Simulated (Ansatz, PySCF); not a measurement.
Species: sum formula GeSiH3, charge 0, multiplicity 2. It need not be the lowest isomer of its formula. 
Structure (B3LYP-D3(BJ)/def2-TZVP (Ansatz, a quantum-chemistry and plane-wave program) minimum search):
```xyz
5

Si    -1.4385    -0.2476     0.5474
Ge     0.7349     0.1145    -0.3268
H     -1.9609    -0.0362     1.9251
H     -2.5724    -0.7616    -0.2676
H      1.1542     0.6019     1.1377
```
Charge 0, spin multiplicity 2.

Property: atomisation energy (electronic, to ground-state atoms), in eV. Cores are frozen in the correlated levels unless marked. Open shells are spin-unrestricted. Spin-orbit coupling is left out. Frozen are the shells of the preceding noble gas and the d and f shells that filled before the atom's block. No relativistic terms. The coupled-cluster limit lacks core correlation, which all-electron functionals hold. Basis-set limits of correlation are two-point, X^-3; Hartree-Fock from the larger set. The bracket is a focal-point correction in the basis named.

```tsv
level	program	atomisation energy (eV)
HF/def2-SVPD	Ansatz	8.52
revPBE-D4/def2-TZVPD	Ansatz + dftd4	11.94
BP86-D4/def2-TZVPD	PySCF + dftd4	12.52
BHLYP/def2-TZVPD	Ansatz	11.77
wB97M-V/def2-TZVPD	Ansatz	11.97
B2GP-PLYP/def2-TZVPD	Ansatz	11.68
RI-MP2/CBS(def2-TZVPPD,def2-QZVPPD)+[CCSD(T)-MP2]/def2-TZVPPD	Ansatz	11.96
```
